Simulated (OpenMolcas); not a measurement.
Fe4+: moving or changing the point charges

Fe4+ among 4 point charges of -1.5 e arranged as a square (D4h), 1.72 Å from the ion.
```
   1.7200    0.0000    0.0000  -1.50
   0.0000    1.7200    0.0000  -1.50
  -1.7200    0.0000    0.0000  -1.50
   0.0000   -1.7200    0.0000  -1.50
```

| Property | Result |
| --- | --- |
| Program | OpenMolcas |
| Method | SS-CASPT2, IPEA 0.25 Eh, imaginary shift 0.1 Eh (closed shells correlated: 3s 3p) |
| Basis | ANO-RCC-VDZP [5s4p2d1f] |
| Scalar Hamiltonian | DKH2, point nucleus |
| Active space | 4 electrons in 5 orbitals (3d) |
| State averaging | 2S+1 = 5 even, 5 roots; 2S+1 = 3 even, 45 roots; 2S+1 = 1 even, 50 roots |
| Spin-orbit coupling | state interaction with AMFI integrals over the reference wave functions |

Runs around this geometry, states (labels of D4, the rotations of D4h). Energies in cm-1 above the lowest state or level, χT in cm3 K/mol.

```tsv
R (Å)	q (e)	Ground state	First state of that spin	First gap with spin-orbit (degeneracies)	χT at 300 K	First state of another spin
1.72	-0.98	5B1	5B2 2210	0 (1, 1)	2.484	3B1 27520
1.63	-1.5	5B1	5B2 4240	0 (1, 1)	2.729	3B1 27390
1.72	-1.5	5B1	5B2 3300	0 (1, 1)	2.651	3B1 27460
1.87	-1.5	5B1	5B2 2230	0 (1, 1)	2.493	3B1 27520
```

Taking the first state of the same spin as R^-n, n = -ln(2230 / 4240) / ln(1.87 / 1.63) = 4.7 between the shortest and longest distance.

Scaling the charges by -0.98 / -1.5 = 0.65 scales the first state of the same spin by 2210 / 3300 = 0.67; with fixed orbitals a first-order splitting would follow the charge.

Roots that are degenerate in the reference are averaged as groups; the widest CASPT2 spread within a group is 82 cm-1 (the 2-fold group of multiplicity 1 near 42200 cm-1 above the lowest state of its run, R = 1.72, q = -1.5). Shifts and gaps below about the spread of the groups concerned are not significant. Point charges give a weaker field than real ligands, and real ions of this kind are often low spin; the high spin found here belongs to the model. Free-ion shares, where given, are those of the reference states; single-state CASPT2 does not remix them. Point charges carry no covalency, so the field is a model and not that of real ligands. No measured value stands beside these numbers.
